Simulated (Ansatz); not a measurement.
Gas-phase electronic energies from Ansatz, PBE0-D4/def2-TZVP geometries. CCSD(T)/CBS adds triple-zeta CCSD(T) − MP2 to the extrapolated MP2 energy (def2 sets, frozen cores). One conformer a species, not always the lowest.

Reaction (redistribution): `BCBC` + `O[SiH]1C[SiH2]O1` → `CBCBO` + `C1[SiH2]O[SiH2]1`

```tsv
species	CCSD(T)/CBS(def2) energy (Eh)
`BCBC`	-130.49141
`O[SiH]1C[SiH2]O1`	-770.31095
`CBCBO`	-205.74171
`C1[SiH2]O[SiH2]1`	-695.07077
```

(1) Work out ΔE.

Largest T1 diagnostic among the species: 0.012.

## Answers

(1) ΔE = (-205.74171) + (-695.07077) − (-130.49141) − (-770.31095) = -0.01012 Eh = -0.28 eV.

In def2-TZVPP, CCSD(T) changes the Hartree–Fock value by −0.07 eV (the triples alone add −0.01 eV) and MP2 by −0.04 eV. From PBE to PBE0 (25 % exact exchange), in def2-TZVPP and without D4, ΔE moves by +0.04 eV.
